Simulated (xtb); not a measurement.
xtb input (GFN2-xTB):

```bash
xtb mol.xyz --gfn 2 --sp --chrg -1 --uhf 0
```
mol.xyz:
```
8

C     -1.53205364     0.20257024    -0.14305090
C     -0.28429961    -0.60302195    -0.43480318
N      0.84794030    -0.05271356     0.13938803
C      1.79065501     0.38217537     0.69526916
H     -1.49562287     1.27735800    -0.43847381
H     -1.77492695     0.19674215     0.92748200
H     -2.38894340    -0.24060284    -0.66361594
H     -0.12189952    -0.75484431    -1.50559893
```

Output:

```
           -------------------------------------------------
          |                Calculation Setup                |
           -------------------------------------------------

           -------------------------------------------------
          |                 G F N 2 - x T B                 |
           -------------------------------------------------

        Reference                      10.1021/acs.jctc.8b01176
      * Hamiltonian:
        H0-scaling (s, p, d)           1.850000    2.230000    2.230000
        zeta-weighting                 0.500000
      * Dispersion:
        s8                             2.700000
        a1                             0.520000
        a2                             5.000000
        s9                             5.000000
      * Repulsion:
        kExp                           1.500000    1.000000
        rExp                           1.000000
      * Coulomb:
        alpha                          2.000000
        third order                    shell-resolved
        anisotropic                    true
        a3                             3.000000
        a5                             4.000000
        cn-shift                       1.200000
        cn-exp                         4.000000
        max-rad                        5.000000

          ...................................................
          :                      SETUP                      :
          :.................................................:
          :  # basis functions                  20          :
          :  # atomic orbitals                  20          :
          :  # shells                           12          :
          :  # electrons                        22          :
          :  max. iterations                   250          :
          :  Hamiltonian                  GFN2-xTB          :
          :  restarted?                      false          :
          :  GBSA solvation                  false          :
          :  PC potential                    false          :
          :  electronic temp.          300.0000000     K    :
          :  accuracy                    1.0000000          :
          :  -> integral cutoff          0.2500000E+02      :
          :  -> integral neglect         0.1000000E-07      :
          :  -> SCF convergence          0.1000000E-05 Eh   :
          :  -> wf. convergence          0.1000000E-03 e    :
          :  Broyden damping             0.4000000          :
          :  net charge                         -1          :
          :  unpaired electrons                  0          :
          ...................................................

 iter      E             dE          RMSdq      gap      omega  full diag
   1    -11.5332428 -0.115332E+02  0.585E+00    4.55       0.0  T
   2    -11.5842603 -0.510175E-01  0.415E+00    3.76       1.0  T
   3    -11.5971740 -0.129137E-01  0.190E+00    3.08       1.0  T
   4    -11.5914409  0.573305E-02  0.185E+00    3.79       1.0  T
   5    -11.6113887 -0.199477E-01  0.226E-01    3.23       1.0  T
   6    -11.6108099  0.578773E-03  0.299E-01    3.30       1.0  T
   7    -11.6112978 -0.487883E-03  0.151E-01    3.24       1.0  T
   8    -11.6114739 -0.176100E-03  0.600E-02    3.25       1.0  T
   9    -11.6115061 -0.321990E-04  0.486E-03    3.26       7.3  T
  10    -11.6115061 -0.756799E-07  0.246E-03    3.26      14.4  T
  11    -11.6115062 -0.527246E-07  0.612E-04    3.26      57.8  T
  12    -11.6115062 -0.151754E-08  0.443E-04    3.26      79.8  T

   *** convergence criteria satisfied after 12 iterations ***

         #    Occupation            Energy/Eh            Energy/eV
      -------------------------------------------------------------
         1        2.0000           -0.3923034             -10.6751
       ...           ...                  ...                  ...
         5        2.0000           -0.2844687              -7.7408
         6        2.0000           -0.2592194              -7.0537
         7        2.0000           -0.2408344              -6.5534
         8        2.0000           -0.2142997              -5.8314
         9        2.0000           -0.1800402              -4.8991
        10        2.0000           -0.1514364              -4.1208
        11        2.0000           -0.0565108              -1.5377 (HOMO)
        12                          0.0632617               1.7214 (LUMO)
        13                          0.0873698               2.3775
        14                          0.3318308               9.0296
        15                          0.3380422               9.1986
        16                          0.3571228               9.7178
       ...                                ...                  ...
        20                          1.2280800              33.4178
      -------------------------------------------------------------
                  HL-Gap            0.1197726 Eh            3.2592 eV
             Fermi-level            0.0033754 Eh            0.0919 eV

 SCC (total)                   0 d,  0 h,  0 min,  0.007 sec
 SCC setup                      ...        0 min,  0.000 sec (  3.498%)
 Dispersion                     ...        0 min,  0.000 sec (  1.507%)
 classical contributions        ...        0 min,  0.000 sec (  0.679%)
 integral evaluation            ...        0 min,  0.001 sec ( 13.496%)
 iterations                     ...        0 min,  0.004 sec ( 55.772%)
 molecular gradient             ...        0 min,  0.001 sec ( 20.645%)
 printout                       ...        0 min,  0.000 sec (  3.276%)

         :::::::::::::::::::::::::::::::::::::::::::::::::::::
         ::                     SUMMARY                     ::
         :::::::::::::::::::::::::::::::::::::::::::::::::::::
         :: total energy             -11.434491013406 Eh    ::
         :: gradient norm              0.043018263841 Eh/a0 ::
         :: HOMO-LUMO gap              3.259177562354 eV    ::
         ::.................................................::
         :: SCC energy               -11.611505579418 Eh    ::
         :: -> isotropic ES            0.123897252004 Eh    ::
         :: -> anisotropic ES          0.007130790954 Eh    ::
         :: -> anisotropic XC          0.013288704410 Eh    ::
         :: -> dispersion             -0.004523184803 Eh    ::
         :: repulsion energy           0.177014566012 Eh    ::
         :: add. restraining           0.000000000000 Eh    ::
         :: total charge              -1.000000000000 e     ::
         :::::::::::::::::::::::::::::::::::::::::::::::::::::

           -------------------------------------------------
          |                Property Printout                |
           -------------------------------------------------

    * Orbital Energies and Occupations

         #    Occupation            Energy/Eh            Energy/eV
      -------------------------------------------------------------
         1        2.0000           -0.3923034             -10.6751
         2        2.0000           -0.3797053             -10.3323
         3        2.0000           -0.3363827              -9.1534
         4        2.0000           -0.2935901              -7.9890
         5        2.0000           -0.2844687              -7.7408
         6        2.0000           -0.2592194              -7.0537
         7        2.0000           -0.2408344              -6.5534
         8        2.0000           -0.2142997              -5.8314
         9        2.0000           -0.1800402              -4.8991
        10        2.0000           -0.1514364              -4.1208
        11        2.0000           -0.0565108              -1.5377 (HOMO)
        12                          0.0632617               1.7214 (LUMO)
Note: The following floating-point exceptions are signalling: IEEE_DENORMAL
normal termination of xtb
        13                          0.0873698               2.3775
        14                          0.3318308               9.0296
        15                          0.3380422               9.1986
        16                          0.3571228               9.7178
        17                          0.3971287              10.8064
        18                          0.4523943              12.3103
        19                          0.5016608              13.6509
        20                          1.2280800              33.4178
      -------------------------------------------------------------
                  HL-Gap            0.1197726 Eh            3.2592 eV
             Fermi-level            0.0033754 Eh            0.0919 eV

     #   Z          covCN         q      C6AA      α(0)
     1   6 C        3.749    -0.036    21.288     6.580
     2   6 C        2.811    -0.205    33.412     9.470
     3   7 N        1.825    -0.119    24.362     7.314
     4   6 C        0.912    -0.353    48.241    11.624
     5   1 H        0.921    -0.070     4.611     3.358
     6   1 H        0.924    -0.044     3.959     3.112
     7   1 H        0.924    -0.055     4.212     3.210
     8   1 H        0.924    -0.117     6.195     3.892

 Mol. C6AA /au·bohr⁶  :        955.338597
 Mol. C8AA /au·bohr⁸  :      21429.059493
 Mol. α(0) /au        :         48.560827

Wiberg/Mayer (AO) data.
largest (>0.10) Wiberg bond orders for each atom

 ---------------------------------------------------------------------------
     #   Z sym  total        # sym  WBO       # sym  WBO       # sym  WBO
 ---------------------------------------------------------------------------
     1   6 C    3.959 --     7 H    0.986     2 C    0.985     6 H    0.985
                             5 H    0.965
     2   6 C    3.374 --     3 N    1.116     1 C    0.985     8 H    0.941
                             4 C    0.310
     3   7 N    3.614 --     4 C    2.482     2 C    1.116
     4   6 C    2.875 --     3 N    2.482     2 C    0.310
     5   1 H    0.995 --     1 C    0.965
     6   1 H    0.998 --     1 C    0.985
     7   1 H    0.997 --     1 C    0.986
     8   1 H    0.986 --     2 C    0.941
 ---------------------------------------------------------------------------

Topologies differ in total number of bonds
Writing topology from bond orders to xtbtopo.mol

molecular dipole:
                 x           y           z       tot (Debye)
 q only:       -0.551      -0.017       0.064
   full:       -1.060       0.260      -0.298       2.875
molecular quadrupole (traceless):
                xx          xy          yy          xz          yz          zz
 q only:       -5.351      -0.824       3.319      -3.044      -1.373       2.032
  q+dip:       -6.015      -2.118       2.550      -3.931      -1.593       3.465
   full:       -6.344      -2.775       2.683      -4.679      -1.596       3.662

           -------------------------------------------------
          | TOTAL ENERGY              -11.434491013406 Eh   |
          | GRADIENT NORM               0.043018263841 Eh/α |
          | HOMO-LUMO GAP               3.259177562354 eV   |
           -------------------------------------------------

------------------------------------------------------------------------
------------------------------------------------------------------------
 total:
 SCF:
```

It need not be the lowest isomer of its formula. Whether it binds its extra electron was not tested at this geometry.
